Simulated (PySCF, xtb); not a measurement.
GeHCl3, SMILES [Cl][GeH]([Cl])[Cl].

GFN2-xTB (xtb) at its own geometry gives an orbital gap of 6.37 eV and a dipole moment of 1.33 D.

Coordinates come from a r2SCAN-D4/def2-SVP optimisation. The isomer is the one that the SMILES or the coordinates give; other isomers of the formula were not compared.

Task: What does HF/def2-TZVP run with PySCF give? (An estimate is asked for; the answer gives what the named calculation found.)

Result: gap 15.13 eV (levels -12.76 and 2.37 eV), dipole 1.65 D.
